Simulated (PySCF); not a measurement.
**Identify the compound**

An unknown has the formula C$_{6}$H$_{14}$O. Its calculated NMR data are:

$^{1}$H NMR (600 MHz, computed): δ 3.58 (q, 2H), 1.25 (t, 3H), 1.24 (s, 9H).

$^{13}$C{$^{1}$H} NMR (computed): δ 74.5 (C), 60.5 (CH2), 29.6 (CH3), 18.6 (CH3).

Theoretical values (PySCF): σ from GIAO-PBE0/pcSseg-1, geometry from GFN2-xTB. In vacuum, one averaged value for each set of equivalent atoms, no relativistic terms, a single conformation.

Shifts are taken against calculated references (same method and geometry level): TMS for $^{1}$H (31.72 ppm) and $^{13}$C (186.93 ppm).

Which candidate is it?
A. CCOCC(C)C
B. CCCOC(C)C
C. CCOC(C)(C)C
D. CC(C)OC(C)C
E. COCC(C)(C)C

## Answers

C. 

Rings plus π bonds: 0. 4 carbon signals for 6 carbons: some carbons are equivalent by symmetry or fast rotation. Carbon types of the structure: 1 × C, 1 × CH2, 4 × CH3, which accounts for all hydrogens. δC 74.5: fully substituted sp3 carbon bonded to O; pulled downfield by the heteroatom. δC 60.5: sp3 CH2 bonded to O; pulled downfield by the heteroatom. δC 29.6, 18.6: methyl carbon; aliphatic region, no heteroatom directly attached. δH 3.58: hydrogen on an sp3 CH2 bonded to O; its carbon carries O, an electronegative neighbour. δH 1.25, 1.24: hydrogen on a methyl carbon.

The others: CCOCC(C)C would give 5 carbon signals, not 4; COCC(C)(C)C has carbons computed at 87.2, 61.4, 34.8, 28.2; CCCOC(C)C would give 5 carbon signals, not 4; CC(C)OC(C)C would give 2 carbon signals, not 4.

Shifts are as computed. Against solution values, carbons near 30 ppm lie about +3 ppm off and those near 130 ppm about +5 ppm. Of 1211 compounds with measured shifts, 218 miss one by over three times the rms of a fit or turn the order of signals round; such compounds aren't used in these exercises. No couplings were computed; multiplicities are counted from neighbouring protons, with m where these are inequivalent, close in shift, in a saturated or five-membered ring or joined by F or P, and br s for small geminal =CH2 splittings.
